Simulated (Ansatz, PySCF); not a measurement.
This Ansatz (a first-principles code) input computes a CCSD(T)/cc-pVDZ energy:

Ansatz 0.2 input:
```yaml
crystal:
  periodic: [false, false, false]
  atoms:
    - {symbol: C, position_ang: [-0.00000000, -0.00000000, -0.69355328]}
    - {symbol: F, position_ang: [0.00000000, 0.00000000, 0.46236885]}
basis:
  gaussian:
    orbitals: cc-pVDZ
total_charge: 1
magnetization: {spin_polarized: false}
correlation: {method: ccsd_t, electrons: outside_noble_gas}
```

**Question.** Write an input for the same energy in PySCF and say what it gives.

**Answer.** 
```python
from pyscf import gto, scf, mp, cc as ccmod

mol = gto.M(
    atom='''
    C    -0.00000000   -0.00000000   -0.69355328
    F     0.00000000    0.00000000    0.46236885
    ''',
    basis='cc-pvdz',
    charge=1,
    spin=0,
    verbose=4,
)

mf = scf.RHF(mol)
mf.conv_tol = 1e-10
mf.max_cycle = 100
mf.kernel()
mp2 = mp.MP2(mf, frozen=2).run()
cc = ccmod.CCSD(mf, frozen=2)
cc.max_cycle = 100
cc.kernel()
et = cc.ccsd_t()
print(f'E(CCSD(T)) = {cc.e_tot + et:.9f}')
```
It gives -137.15451 Eh, and Ansatz -137.15451 Eh, a difference of 0.00 mEh.
